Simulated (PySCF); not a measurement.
Input file for PySCF: R-HF/STO-3G on NaBe+, 2S+1 = 1, a spin state set in the input, which need not be the lowest, a point of a bond scan (R = 2.965 Å). Charge +1.

```python
from pyscf import gto, scf, dft, mp
from pyscf.data.elements import chemcore

mol = gto.M(
    atom='''
    Be    0.00000000    0.00000000    0.00000000
    Na    0.00000000    0.00000000    2.96483700
    ''',
    basis='sto-3g',
    charge=1, spin=0, verbose=3, max_memory=1800)
mf = scf.RHF(mol)
mf.conv_tol = 1e-8
mf.max_cycle = 100
mf.kernel()
if not mf.converged:
    mf = mf.newton().run(mf.mo_coeff, mf.mo_occ)
```

Output:

```
converged SCF energy = -174.150256322019
```

The calculation finished and met its thresholds.

Cost: around 0.09 core-seconds (rough).
